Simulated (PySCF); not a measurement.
Computed with B3LYP-D3(BJ)/def2-TZVP // PBE0-D3(BJ)/def2-TZVP run with PySCF. All species are isolated molecules in the gas phase. B3LYP has the VWN-RPA correlation part, as in Gaussian. 

Reference species (SMILES): `[Br][Ga][Br]` (neutral, multiplicity 2).

```json
{
 "dipole_moment": "1.54 D"
}
```

Changed species: `[Ga]([Cl])[Br]` (radical fragment; the reference has radical fragment).

### Question
What does the change do to the dipole moment?

### Answer
the dipole moment increases by 0.10 D, to 1.64 D.
